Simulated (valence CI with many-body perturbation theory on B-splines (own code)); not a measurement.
# Er54+: magnetic and hyperfine properties of the levels

Computed by relativistic CI+MBPT: four valence electrons over a frozen Dirac-Fock core [Ne], a basis of 11 s, 11 p, 9 d, 7 f, 5 g, 2 h, 1 i functions for each j, with the one-electron correlation potential Σ1 (screened to all orders), the two-electron term Σ2, the three-electron term Σ3, Breit, model QED; selected single and double excitations, second order for the rest (own B-spline code, finite nucleus).

The last digits are not significant, and no measured levels were compared; by estimate large intervals hold to a few tenths of a per cent, small ones and those within an open d or f shell to about a per cent.

A/g_I is the dipole constant over the nuclear g factor μ/I (μ in nuclear magnetons, uniformly magnetised nucleus), B/Q the quadrupole constant per barn. Both hold the static response of the core; the bare values leave it out. Large factors of s and p1/2 electrons are usually good to 5 to 10 %; those of open d and f shells near neutrality can be off by tens of per cent, and small factors of p3/2, d and f electrons come from cancelling terms and can be off by a factor of two or in sign, in half-filled shells by more. B is blank for J = 1/2, where it vanishes, and for nearly pure S terms. Energies count from the lowest level. Levels with J = 0 are left out.

Levels are named by their leading jj configuration (3d3/2^4 stands for four electrons in 3d with j = 3/2), which in mixed levels can hold well under half, so a name can repeat and another be missing. Letters in brackets count levels of one name in rising energy.

| Level | E (× 10³ cm⁻¹) | g | A/g_I (MHz) | A/g_I bare | B/Q (MHz/b) | B/Q bare |
| --- | --- | --- | --- | --- | --- | --- |
| (3s^2 3p1/2 3p3/2) J=1 | 1855.2 | 1.491 | -115000 | -109000 | 157000 | 155000 |
| (3s^2 3p1/2 3p3/2) J=2 | 1923.7 | 1.168 | 434000 | 428000 | 285000 | 281000 |
| (3s 3p1/2^2 3p3/2) J=2 | 3041.2 | 1.540 | 1050000 | 1030000 | 287000 | 283000 |
| (3s 3p1/2^2 3p3/2) J=1 | 3247.5 | 1.035 | -674000 | -655000 | 176000 | 173000 |
| (3s^2 3p1/2 3d3/2) J=2 | 3451.1 | 0.755 | 380000 | 375000 | 62300 | 63900 |
| (3s^2 3p1/2 3d3/2) J=1 | 3758.5 | 0.877 | -300000 | -289000 | 46200 | 46700 |
| (3s^2 3p3/2^2) J=2 | 3829.7 | 1.310 | 164000 | 163000 | 29400 | 29000 |
| (3s^2 3p1/2 3d5/2) J=2 | 4026.3 | 1.295 | -120000 | -114000 | 37600 | 39200 |
| (3s^2 3p1/2 3d5/2) J=3 | 4033.1 | 1.111 | 244000 | 242000 | 41900 | 44100 |
| (3s 3p1/2^2 3d3/2) J=1 | 4665.7 | 0.427 | -845000 | -823000 | 25400 | 26300 |
| (3s 3p1/2^2 3d3/2) J=2 | 4717.1 | 1.140 | 982000 | 963000 | 49200 | 50700 |
| (3s 3p1/2 3p3/2^2) J=2 [a] | 4849.8 | 1.516 | 685000 | 674000 | 90000 | 88700 |
| (3s 3p1/2 3p3/2^2) J=3 | 4976.3 | 1.310 | 911000 | 894000 | 21500 | 21300 |
| (3s 3p1/2 3p3/2^2) J=1 [a] | 5165.8 | 1.270 | 836000 | 821000 | -228000 | -225000 |
| (3s 3p1/2 3p3/2^2) J=2 [b] | 5172.7 | 1.083 | 102000 | 103000 | -23500 | -23000 |
| (3s 3p1/2^2 3d5/2) J=3 | 5206.7 | 1.353 | 659000 | 649000 | 46200 | 48300 |
| (3s 3p1/2 3p3/2^2) J=1 [b] | 5250.9 | 1.352 | 557000 | 549000 | 156000 | 154000 |
| (3s 3p1/2^2 3d5/2) J=2 | 5307.8 | 1.022 | -555000 | -539000 | 26700 | 28800 |
| (3s^2 3p3/2 3d3/2) J=3 | 5577.7 | 1.094 | 148000 | 149000 | 327000 | 325000 |
| (3s^2 3p3/2 3d3/2) J=2 | 5596.7 | 1.060 | 39700 | 42500 | -27600 | -27200 |
| (3s^2 3p3/2 3d3/2) J=1 | 5603.6 | 1.123 | 184000 | 184000 | -150000 | -149000 |
| (3s^2 3p3/2 3d5/2) J=4 | 5841.2 | 1.240 | 81800 | 83100 | 385000 | 383000 |
| (3s^2 3p3/2 3d5/2) J=2 | 5903.8 | 1.242 | 73500 | 75200 | -204000 | -201000 |
| (3s^2 3p3/2 3d5/2) J=3 | 6086.4 | 1.191 | 95700 | 96400 | 10400 | 12300 |
| (3s^2 3p3/2 3d5/2) J=1 | 6155.2 | 1.076 | -20800 | -17400 | 50500 | 50700 |
| (3s 3p1/2 3p3/2 3d3/2) J=2 [a] | 6308.1 | 1.188 | 262000 | 260000 | 12200 | 12200 |
| (3s 3p1/2 3p3/2 3d3/2) J=1 [a] | 6389.3 | 1.151 | 419000 | 414000 | -146000 | -145000 |
| (3s 3p1/2 3p3/2 3d3/2) J=3 [a] | 6426.9 | 1.141 | 600000 | 590000 | 76100 | 75900 |
| (3s 3p1/2 3p3/2 3d3/2) J=2 [b] | 6443.4 | 1.171 | 330000 | 327000 | -46100 | -45800 |
| (3s 3p1/2 3p3/2 3d3/2) J=4 | 6546.4 | 1.174 | 711000 | 699000 | 259000 | 257000 |
| (3s 3p1/2 3p3/2 3d3/2) J=2 [c] | 6649.3 | 0.906 | 398000 | 392000 | -98500 | -96600 |
| (3s 3p1/2 3p3/2 3d3/2) J=3 [b] | 6691.0 | 1.314 | 640000 | 630000 | 261000 | 258000 |
| (3s 3p1/2 3p3/2 3d3/2) J=1 [b] | 6727.0 | 1.753 | 1510000 | 1480000 | 95700 | 94700 |
| (3s 3p1/2 3p3/2 3d3/2) J=2 [d] | 6733.6 | 1.410 | 761000 | 749000 | 67500 | 65200 |

(1) Take the isotope of mass number 167, with I = 7/2, μ = -0.5623 μN and Q = 3.57 b. What is the hyperfine structure of (3s^2 3p1/2 3d5/2) J=2?

Results:

(1) From the table A = 19200 MHz, B = 134000 MHz. Shifts from the centre of gravity in MHz: F = 3/2: -101000, F = 5/2: -113000, F = 7/2: -95900, F = 9/2: -16700, F = 11/2: 168000.
